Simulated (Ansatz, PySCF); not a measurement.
SeF3, SMILES F[Se+](F)F, charge +1.

Coordinates come from a TPSSh-D3(BJ)/def2-SVP optimisation. The spin state was assumed, not searched. The isomer is the one that the SMILES or the coordinates give; other isomers of the formula were not compared.

Vertical ionisation energy (IE) and electron affinity (EA) in eV. Rows of orbital energies are one-electron estimates. Where ΔSCF, EOM or ADC give a negative EA the extra electron is unbound and the value depends on the basis.

```
level                                                                        IE     EA
------------------------------------------------------------------------  -----  -----
−ε(HOMO), −ε(LUMO), r2SCAN/def2-TZVPD (PySCF)                             17.76  10.56
−ε(HOMO), −ε(LUMO), PBE/def2-TZVPD (PySCF)                                17.34  10.69
ΔSCF, CAM-B3LYP/def2-SVPD (Ansatz), final states of multiplicity 2 and 2  22.17   7.45
ΔSCF, PBE/def2-SVPD (Ansatz), final states of multiplicity 2 and 2            ?      ?
```

What belongs in the gaps? (An estimate is asked for; the answer gives what the named calculation found.)


- ΔSCF, PBE/def2-SVPD (Ansatz, a quantum-chemistry and plane-wave program), final states of multiplicity 2 and 2, IE: 21.46
- ΔSCF, PBE/def2-SVPD (Ansatz), final states of multiplicity 2 and 2, EA: 7.12

What vertical singlet–triplet gap does ΔSCF give with CAM-B3LYP/def2-SVPD (Ansatz) and with PBE/def2-SVPD (Ansatz)? (An estimate is asked for; the answer gives what the named calculation found.)

6.43 and 6.16 eV (triplet above singlet where positive).
